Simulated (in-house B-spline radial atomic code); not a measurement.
Removal energies of one electron outside the 1s2 core along the 3-electron series, with the parts due to correlation (partial-wave tail included) and to Breit and QED terms, both contained in the total; recoil is left out. Computed with an all-electron radial atomic-structure program (B-spline basis): frozen-core Dirac-Hartree-Fock with a screened correlation potential.

```json
{"ion": "Se31+", "Z": "34", "removal energy of 3s1/2 (eV)": "1595.76", "correlation part of 3s1/2 (eV)": "0.044426", "Breit and QED part of 3s1/2 (eV)": "-0.73302", "removal energy of 2p3/2 (eV)": "3519.19", "correlation part of 2p3/2 (eV)": "0.33505", "Breit and QED part of 2p3/2 (eV)": "-1.1475"}
{"ion": "Br32+", "Z": "35", "removal energy of 3s1/2 (eV)": "1697.82", "correlation part of 3s1/2 (eV)": "0.043832", "Breit and QED part of 3s1/2 (eV)": "-0.8084", "removal energy of 2p3/2 (eV)": "3742.57", "correlation part of 2p3/2 (eV)": "0.33435", "Breit and QED part of 2p3/2 (eV)": "-1.2598"}
{"ion": "Kr33+", "Z": "36", "removal energy of 3s1/2 (eV)": "1803.2", "correlation part of 3s1/2 (eV)": "0.046766", "Breit and QED part of 3s1/2 (eV)": "-0.88905", "removal energy of 2p3/2 (eV)": "3972.89", "correlation part of 2p3/2 (eV)": "0.33849", "Breit and QED part of 2p3/2 (eV)": "-1.3794"}
{"ion": "Rb34+", "Z": "37", "removal energy of 3s1/2 (eV)": "1911.9", "correlation part of 3s1/2 (eV)": "0.046357", "Breit and QED part of 3s1/2 (eV)": "-0.97526", "removal energy of 2p3/2 (eV)": "4210.17", "correlation part of 2p3/2 (eV)": "0.33752", "Breit and QED part of 2p3/2 (eV)": "-1.5063"}
{"ion": "Sr35+", "Z": "38", "removal energy of 3s1/2 (eV)": "2023.96", "correlation part of 3s1/2 (eV)": "0.045953", "Breit and QED part of 3s1/2 (eV)": "-1.0672", "removal energy of 2p3/2 (eV)": "4454.4", "correlation part of 2p3/2 (eV)": "0.3368", "Breit and QED part of 2p3/2 (eV)": "-1.6409"}
{"ion": "Zr37+", "Z": "40", "removal energy of 3s1/2 (eV)": "?", "correlation part of 3s1/2 (eV)": "?", "Breit and QED part of 3s1/2 (eV)": "?", "removal energy of 2p3/2 (eV)": "?", "correlation part of 2p3/2 (eV)": "?", "Breit and QED part of 2p3/2 (eV)": "?"}
{"ion": "Nb38+", "Z": "41", "removal energy of 3s1/2 (eV)": "2380.48", "correlation part of 3s1/2 (eV)": "0.046876", "Breit and QED part of 3s1/2 (eV)": "-1.3799", "removal energy of 2p3/2 (eV)": "5229", "correlation part of 2p3/2 (eV)": "0.33925", "Breit and QED part of 2p3/2 (eV)": "-2.0928"}
{"ion": "Mo39+", "Z": "42", "removal energy of 3s1/2 (eV)": "?", "correlation part of 3s1/2 (eV)": "?", "Breit and QED part of 3s1/2 (eV)": "?", "removal energy of 2p3/2 (eV)": "?", "correlation part of 2p3/2 (eV)": "?", "Breit and QED part of 2p3/2 (eV)": "?"}
{"ion": "Tc40+", "Z": "43", "removal energy of 3s1/2 (eV)": "2635.32", "correlation part of 3s1/2 (eV)": "0.04914", "Breit and QED part of 3s1/2 (eV)": "-1.6214", "removal energy of 2p3/2 (eV)": "5780.39", "correlation part of 2p3/2 (eV)": "0.34013", "Breit and QED part of 2p3/2 (eV)": "-2.4365"}
{"ion": "Ru41+", "Z": "44", "removal energy of 3s1/2 (eV)": "2767.96", "correlation part of 3s1/2 (eV)": "0.048635", "Breit and QED part of 3s1/2 (eV)": "-1.7529", "removal energy of 2p3/2 (eV)": "6066.63", "correlation part of 2p3/2 (eV)": "0.34049", "Breit and QED part of 2p3/2 (eV)": "-2.6217"}
{"ion": "Rh42+", "Z": "45", "removal energy of 3s1/2 (eV)": "?", "correlation part of 3s1/2 (eV)": "?", "Breit and QED part of 3s1/2 (eV)": "?", "removal energy of 2p3/2 (eV)": "?", "correlation part of 2p3/2 (eV)": "?", "Breit and QED part of 2p3/2 (eV)": "?"}
{"ion": "Pd43+", "Z": "46", "removal energy of 3s1/2 (eV)": "3043.81", "correlation part of 3s1/2 (eV)": "0.049893", "Breit and QED part of 3s1/2 (eV)": "-2.0385", "removal energy of 2p3/2 (eV)": "6660.21", "correlation part of 2p3/2 (eV)": "0.33901", "Breit and QED part of 2p3/2 (eV)": "-3.0205"}
{"ion": "Ag44+", "Z": "47", "removal energy of 3s1/2 (eV)": "3187.08", "correlation part of 3s1/2 (eV)": "0.049698", "Breit and QED part of 3s1/2 (eV)": "-2.1932", "removal energy of 2p3/2 (eV)": "6967.6", "correlation part of 2p3/2 (eV)": "0.33895", "Breit and QED part of 2p3/2 (eV)": "-3.2342"}
{"ion": "Cd45+", "Z": "48", "removal energy of 3s1/2 (eV)": "3333.95", "correlation part of 3s1/2 (eV)": "0.049684", "Breit and QED part of 3s1/2 (eV)": "-2.3562", "removal energy of 2p3/2 (eV)": "7282.05", "correlation part of 2p3/2 (eV)": "0.34183", "Breit and QED part of 2p3/2 (eV)": "-3.4579"}
{"ion": "In46+", "Z": "49", "removal energy of 3s1/2 (eV)": "3484.44", "correlation part of 3s1/2 (eV)": "0.049406", "Breit and QED part of 3s1/2 (eV)": "-2.5279", "removal energy of 2p3/2 (eV)": "7603.6", "correlation part of 2p3/2 (eV)": "0.3409", "Breit and QED part of 2p3/2 (eV)": "-3.6919"}
{"ion": "Sn47+", "Z": "50", "removal energy of 3s1/2 (eV)": "3638.59", "correlation part of 3s1/2 (eV)": "0.048947", "Breit and QED part of 3s1/2 (eV)": "-2.7083", "removal energy of 2p3/2 (eV)": "7932.24", "correlation part of 2p3/2 (eV)": "0.33961", "Breit and QED part of 2p3/2 (eV)": "-3.9364"}
{"ion": "Sb48+", "Z": "51", "removal energy of 3s1/2 (eV)": "3796.43", "correlation part of 3s1/2 (eV)": "0.049405", "Breit and QED part of 3s1/2 (eV)": "-2.898", "removal energy of 2p3/2 (eV)": "8268", "correlation part of 2p3/2 (eV)": "0.33923", "Breit and QED part of 2p3/2 (eV)": "-4.1918"}
{"ion": "Te49+", "Z": "52", "removal energy of 3s1/2 (eV)": "3957.99", "correlation part of 3s1/2 (eV)": "0.051683", "Breit and QED part of 3s1/2 (eV)": "-3.0972", "removal energy of 2p3/2 (eV)": "8610.89", "correlation part of 2p3/2 (eV)": "0.34218", "Breit and QED part of 2p3/2 (eV)": "-4.4579"}
```

Problem. Fill in the row of Zr37+.

Solution. removal energy of 3s1/2 (eV): 2258.23; correlation part of 3s1/2 (eV): 0.047509; Breit and QED part of 3s1/2 (eV): -1.2692; removal energy of 2p3/2 (eV): 4963.81; correlation part of 2p3/2 (eV): 0.3406; Breit and QED part of 2p3/2 (eV): -1.9339.

Problem. Fill in the row of Mo39+.

Solution. removal energy of 3s1/2 (eV): 2506.16; correlation part of 3s1/2 (eV): 0.046058; Breit and QED part of 3s1/2 (eV): -1.4971; removal energy of 2p3/2 (eV): 5501.19; correlation part of 2p3/2 (eV): 0.33795; Breit and QED part of 2p3/2 (eV): -2.2602.

Problem. Fill in the row of Rh42+.

Solution. removal energy of 3s1/2 (eV): 2904.11; correlation part of 3s1/2 (eV): 0.048371; Breit and QED part of 3s1/2 (eV): -1.8918; removal energy of 2p3/2 (eV): 6359.89; correlation part of 2p3/2 (eV): 0.33992; Breit and QED part of 2p3/2 (eV): -2.8163.
